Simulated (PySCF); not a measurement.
```xyz
3
charge 0 multiplicity 2, angstrom
Mo   -0.0145   -0.2269   -0.3683
O     0.0375    0.5878   -1.7918
Cl    0.0243    0.3808    1.8551
```

These are results of UPBE0/[Mo def2-TZVP with ECP28, O def2-TZVP, Cl def2-TZVP], scalar-relativistic core potentials, density fitting, no spin–orbit coupling, PySCF, not measurements.

This geometry of MoOCl is a stationary point at this level.

Task: What is the point group?

Result: Cs.

Task: Is it a minimum?

Result: Yes: all harmonic wavenumbers are real.

Task: List the harmonic modes with their infrared intensities.

Result: 
```tsv
symmetry	ω (cm⁻¹)	IR (km/mol)	type
a'	91	26.7	bend
a'	386	65.1	stretch
a'	1084	234	stretch
```

Task: Give the ideal-gas entropy at 298.15 K and 1 bar by parts.

Result: translation 171.3, rotation 103.3, vibration 19.7, spin 5.8; total 300.1 J/(mol K).

Other isomers or separated fragments may lie lower. With open d or f shells other occupations or spin states may lie lower. At this level a quartet minimum of Cs symmetry lies 92 kJ/mol below this structure.
